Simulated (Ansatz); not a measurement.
A nudged elastic band was laid between two geometries of CH4BFSe (8 atoms, charge 0, multiplicity 1).

Computed with RHF/def2-SVP in Ansatz 0.2.0.

| Property | Result |
| --- | --- |
| movable images | 7 |
| climbing image | yes |
| spring | 5.0 eV/Å² |
| optimiser | quadratic models (default) |
| start path | through a guess of the saddle point |
| force threshold | 0.05 eV/Å |
| iteration limit | 60 |
| end points | relaxed |

First end point:

```xyz
8
Properties=species:S:1:pos:R:3
C -0.696 0.999 -0.505
Se 0.378 0.574 1.073
B 0.899 -1.239 0.633
F 1.666 -1.895 1.473
H -1.457 0.239 -0.662
H -1.177 1.955 -0.311
H -0.062 1.086 -1.383
H 0.541 -1.776 -0.374
```

Last end point:

```xyz
8
Properties=species:S:1:pos:R:3
C -0.827 0.906 -0.483
Se -0.435 -0.025 1.192
B 1.042 -1.136 0.611
F 1.612 -1.932 1.486
H -1.748 1.461 -0.328
H -0.026 1.597 -0.729
H -0.969 0.191 -1.289
H 1.443 -1.120 -0.515
```

Task: What changes between the two ends?

Result: No bond is made or broken. The dihedral H7–C1–Se2–B3 goes from -69 to 53°. The two ends are copies of one structure, up to a mirror image or an exchange of like atoms.

Task: What energy profile does the band end with?

Result: It converged. The highest image is number 5 of 0 to 8, 0.5 kJ/mol above the ends, which have the same energy within 2 meV. The top lies less than 8 meV above the higher end, about what the thresholds resolve: that end is a shoulder or a very shallow well. A vibrational analysis at the climbing image gives one clearly imaginary mode, 41i cm⁻¹: a first-order saddle point.

| image | path coordinate (Å) | energy (kJ/mol) | dihedral H7–C1–Se2–B3 (°) |
| --- | --- | --- | --- |
| 0 | 0.00 | 0.0 | -69 |
| 1 | 0.35 | 0.0 | -56 |
| 2 | 0.70 | 0.1 | -42 |
| 3 | 1.04 | 0.3 | -27 |
| 4 | 1.39 | 0.5 | -12 |
| 5 | 1.74 | 0.5 | 3 |
| 6 | 2.13 | 0.4 | 20 |
| 7 | 2.53 | 0.2 | 37 |
| 8 | 2.92 | 0.0 | 53 |

Task: What is the geometry of the highest image?

Result: 
```xyz
8
Properties=species:S:1:pos:R:3:forces:R:3
C -0.804 0.944 -0.478 0.00 0.00 0.01
Se -0.135 0.260 1.228 0.00 0.00 0.00
B 1.012 -1.171 0.609 0.01 0.00 0.00
F 1.661 -1.884 1.502 0.00 0.00 0.00
H -1.889 0.902 -0.470 0.00 0.00 0.00
H -0.479 1.974 -0.597 0.00 0.00 0.00
H -0.420 0.342 -1.297 0.00 0.00 0.00
H 1.146 -1.423 -0.552 0.00 0.00 0.00
```

The band took 45 iterations and of the order of 15 core-minutes.

The run took 15 min on 1 thread of Intel(R) Xeon(R) Processor @ 2.70GHz, with other jobs on the host, peak memory 0.2 GiB.
